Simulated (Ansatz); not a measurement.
Reaction (substitution at a C–N bond): `C/N=C(\C)BO` + `[CH3][Ge]([NH2])([OH])[Cl]` → `C[O][Ge]([CH3])([NH2])[Cl]` + `CC(=N)BO`

Computed with Ansatz on PBE0-D4/def2-TZVP structures; ΔE is electronic, products minus reactants. CCSD(T)/CBS adds triple-zeta CCSD(T) − MP2 to the extrapolated MP2 energy (def2 sets, frozen cores). DFT in def2-TZVPP. B3LYP here is the variant with VWN-RPA as its local correlation; programs differ in this. For Ge outer-core shells are correlated without core-valence functions, which leaves a few kJ/mol of doubt a bond. Scalar relativity is left out up to krypton. Each species was taken in one conformer, which may not be the lowest.

`C/N=C(\C)BO`:

Z-matrix (Å, degrees):
```
C
N 1 1.443
H 1 1.090 2 109.7
H 1 1.098 2 111.7 3 -120.3
H 1 1.098 2 111.7 3 120.3
C 2 1.280 1 118.6 3 -180.0
B 6 1.569 2 114.9 1 -180.0
C 6 1.504 2 124.0 1 0.0
O 7 1.355 6 118.0 2 179.9
H 7 1.198 6 120.9 2 -0.1
H 8 1.089 6 111.2 2 -179.9
H 8 1.095 6 110.9 2 -59.1
H 8 1.095 6 110.9 2 59.2
H 9 0.960 7 113.2 6 -180.0
```

`[CH3][Ge]([NH2])([OH])[Cl]`:

Z-matrix (Å, degrees):
```
C
Ge 1 1.929
H 1 1.089 2 109.6
H 1 1.091 2 110.1 3 -119.8
H 1 1.090 2 109.2 3 120.1
N 2 1.810 1 112.0 3 179.1
O 2 1.767 1 114.2 3 -62.2
Cl 2 2.185 1 107.6 3 53.5
H 6 1.010 2 115.9 1 -58.4
H 6 1.010 2 114.4 1 172.4
H 7 0.960 2 111.7 1 100.6
```

`C[O][Ge]([CH3])([NH2])[Cl]`:

Cartesian coordinates in Å:
```
C 0.217 1.264 -1.819
O -0.724 0.632 -0.982
Ge -0.239 -0.021 0.583
C 1.000 -1.499 0.486
N -1.825 -0.464 1.339
Cl 0.793 1.594 1.627
H -0.316 1.629 -2.700
H 0.697 2.115 -1.325
H 0.998 0.571 -2.157
H 0.550 -2.311 -0.085
H 1.234 -1.849 1.492
H 1.923 -1.177 0.006
H -1.775 -0.730 2.312
H -2.534 0.247 1.224
```

`CC(=N)BO`:

Cartesian coordinates in Å:
```
C -0.953 0.749 0.574
C 0.437 0.320 0.207
N 1.503 0.916 0.581
B 0.650 -0.950 -0.705
O -0.453 -1.614 -1.120
H -1.540 0.955 -0.325
H -1.475 -0.057 1.099
H -0.945 1.640 1.207
H 1.280 1.727 1.168
H 1.749 -1.310 -1.017
H -0.254 -2.376 -1.669
```

```json
{"level": "PBE-D4", "ΔE (kcal/mol)": "8.6"}
{"level": "PBE0-D4", "ΔE (kcal/mol)": "8.4"}
{"level": "B3LYP-D4", "ΔE (kcal/mol)": "7.1"}
{"level": "ωB97X-V", "ΔE (kcal/mol)": "7.2"}
{"level": "B3LYP", "ΔE (kcal/mol)": "7.3"}
{"level": "MP2/def2-TZVPP", "ΔE (kcal/mol)": "8.8"}
{"level": "CCSD(T)/def2-TZVPP", "ΔE (kcal/mol)": "7.4"}
{"level": "MP2/def2-QZVPP", "ΔE (kcal/mol)": "9.2"}
```

Question: What does CCSD(T)/CBS give? (Estimate.)

Answer: Computed: +8.0 kcal/mol. The listed levels differ from it by 0.6, 0.4, -0.9, -0.8, -0.7, 0.8, -0.6, 1.2 kcal/mol.

Largest T1 diagnostic among the species: 0.013.

In def2-TZVPP, CCSD(T) changes the Hartree–Fock value by +2.4 kcal/mol (the triples alone add +0.4 kcal/mol) and MP2 by +3.9 kcal/mol.
